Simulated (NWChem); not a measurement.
Species: C₅H₅F; SMILES FC1=CCC=C1

```xyz
11

F      0.0196    -2.0643     0.0000
C     -0.0373    -0.7409     0.0000
C     -1.1487     0.0194     0.0000
C     -0.7031     1.4463     0.0000
C      0.7931     1.3683     0.0000
C      1.1726     0.0745     0.0000
H     -2.1797    -0.3300     0.0000
H     -1.0755     2.0014     0.8815
H     -1.0755     2.0014    -0.8815
H      1.4501     2.2388     0.0000
H      2.1862    -0.3282     0.0000
```
Atoms are numbered in this order, from 1.

Results from NWChem. Pople sets run with spherical d functions. Coordinates come from a PBE0/def2-SVP optimisation. B3LYP is NWChem's, with the RPA form of VWN correlation. Level: B3LYP/6-31G* with SMD (1 M gas to 1 M solution), gas-phase geometry.

| solvent | dielectric constant | solvation free energy (kcal/mol) | cavity-dispersion-structure term (kcal/mol) | dipole in solution (D) |
|---|---|---|---|---|
| water | 78.4 | 0.0 | 3.2 | 2.21 |
| 1-octanol | 9.86 | -3.2 | -0.4 | 2.14 |
| acetone | 20.5 | -4.2 | -1.2 | 2.18 |
| benzene | 2.27 | -4.1 | -2.5 | 1.92 |
| dimethyl sulfoxide | 46.8 | -2.5 | 0.6 | 2.20 |
| tetrahydrofuran | 7.43 | -3.8 | -1.1 | 2.12 |
| chlorobenzene | 5.70 | -4.7 | -2.2 | 2.09 |
